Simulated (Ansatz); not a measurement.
`CSC(F)[SiH3]` + `S[SiH]1CO1` → `[SiH3]S[SiH]1CO1` + `CSCF`  (ligand exchange at the Si–C bond)

Program: Ansatz. Geometries: PBE0-D4/def2-TZVP. ΔE: electronic, gas phase. CBS: MP2 limit from def2 TZ/QZ plus the TZ coupled-cluster correction, frozen cores. DFT in def2-TZVPP. B3LYP here is the variant with VWN-RPA as its local correlation; programs differ in this. Each species was taken in one conformer, which may not be the lowest.

```tsv
level	ΔE (kJ/mol)	difference from CCSD(T)/CBS
PBE-D4	-77.0	2.4
r2SCAN-D4	-79.7	-0.3
B3LYP-D4	-77.2	2.2
ωB97X-V	-77.7	1.7
r2SCAN	-79.7	-0.3
PBE0	-81.1	-1.7
B3LYP	-76.3	3.1
HF/def2-TZVPP	-86.1	-6.7
MP2/def2-TZVPP	-83.1	-3.7
SCS-MP2/def2-TZVPP	-81.4	-2.0
CCSD/def2-TZVPP	-78.6	0.8
CCSD(T)/def2-TZVPP	-78.2	1.2
HF/def2-QZVPP	-86.1	-6.7
MP2/def2-QZVPP	-83.9	-4.5
SCS-MP2/def2-QZVPP	-82.3	-2.9
HF/CBS(def2)	-86.1	-6.7
CCSD(T)/CBS	-79.4	0
```

Largest T1 diagnostic among the species: 0.013.

From PBE to PBE0 (25 % exact exchange), in def2-TZVPP and without D4, ΔE moves by −4.6 kJ/mol.
